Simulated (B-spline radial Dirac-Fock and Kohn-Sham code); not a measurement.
## Binding energies of Te²⁺ in different valence configurations

Model: ΔSCF Dirac-Fock with Breit, self-energy and vacuum polarisation, finite nucleus, configuration average. Program: a radial B-spline solver. The model has no electron correlation.

Reference: the tabulated ground configuration [Kr] 4d10 5s2 5p2, with 1s 31843.2 eV, 2p3/2 4372.8 eV, 3p1/2 903.5 eV, 3d3/2 613.0 eV, 3d5/2 602.7 eV, 4d5/2 68.65 eV, Kα1 27470.4 eV, Kβ1 30991.4 eV, Lα1 3770.2 eV, Lβ2 4304.2 eV.

Shifts from the reference in eV.

```tsv
configuration	average energy	1s	2p3/2	3p1/2	3d3/2	3d5/2	4d5/2	Kα1	Kβ1	Lα1	Lβ2
[Kr] 4d10 5s1 5p3	+10.47	+1.40	+1.47	+1.43	+1.49	+1.49	+1.38	-0.07	-0.09	-0.02	+0.09
```

Values without a named source are computed, but for edge energies of neutral atoms, which are taken from tables.
